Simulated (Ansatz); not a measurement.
Input for Ansatz (development build ahead of 0.2.0):

```yaml
crystal:
  periodic: [false, false, false]
  atoms:
    - { symbol: C, position_ang: [2.06128, 0.0, 0.0] }
    - { symbol: C, position_ang: [1.57903, 1.32497, 0.0] }
    - { symbol: C, position_ang: [0.35794, 2.02997, 0.0] }
    - { symbol: C, position_ang: [-1.03064, 1.78512, 0.0] }
    - { symbol: C, position_ang: [-1.93697, 0.705, 0.0] }
    - { symbol: C, position_ang: [-1.93697, -0.705, 0.0] }
    - { symbol: C, position_ang: [-1.03064, -1.78512, 0.0] }
    - { symbol: C, position_ang: [0.35794, -2.02997, 0.0] }
    - { symbol: C, position_ang: [1.57903, -1.32497, 0.0] }
    - { symbol: H, position_ang: [3.14628, 0.0, 0.0] }
    - { symbol: H, position_ang: [2.41019, 2.02239, 0.0] }
    - { symbol: H, position_ang: [0.54635, 3.09848, 0.0] }
    - { symbol: H, position_ang: [-1.57314, 2.72476, 0.0] }
    - { symbol: H, position_ang: [-2.95654, 1.07609, 0.0] }
    - { symbol: H, position_ang: [-2.95654, -1.07609, 0.0] }
    - { symbol: H, position_ang: [-1.57314, -2.72476, 0.0] }
    - { symbol: H, position_ang: [0.54635, -3.09848, 0.0] }
    - { symbol: H, position_ang: [2.41019, -2.02239, 0.0] }
basis:
  gaussian: { orbitals: def2-TZVP }
total_charge: -1
magnetization:
  spin_polarized: true
hamiltonian:
  xc: pbe0
```

The input is written out in the form of the current development build from the run's settings.

Results

```json
{
 "Converged": "yes",
 "Total energy": "-348.02831 hartree",
 "Spin squared of the determinant": "0.000",
 "Stability test": "minimum"
}
```

Caution: no diffuse functions for an anion.
